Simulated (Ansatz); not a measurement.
Input file:

```yaml
crystal:
  periodic: [false, false, false]
  atoms:
    - { symbol: Zn, position_ang: [-0.77294, -0.253638, -0.172077] }
    - { symbol: Cl, position_ang: [0.299009, -0.170901, 2.093815] }
    - { symbol: O, position_ang: [-0.105763, -0.399829, -1.835901] }
    - { symbol: H, position_ang: [0.870634, -0.455219, -1.785036] }
    - { symbol: H, position_ang: [-2.052289, -0.110085, 0.912017] }
    - { symbol: H, position_ang: [-1.216051, -0.113928, 1.613485] }
basis:
  gaussian: { orbitals: def2-SVP }
hamiltonian:
  xc: blyp
  dispersion: d4
phonons: {}
```

Run as:

```bash
$ ansatz run input.yaml --threads 1 --pin off --max-ram 2048MiB --backend cpu --events-out ev --progress --plain --runs-dir out
```

Hardware: 1 thread of AMD EPYC 7R43 64-Core Processor (Zen 3) (shared host).

**Question.** Roughly how long does this run take, and how much memory?

**Answer.** 40 s, with a peak of 0.13 GiB, for 0 ionic steps.
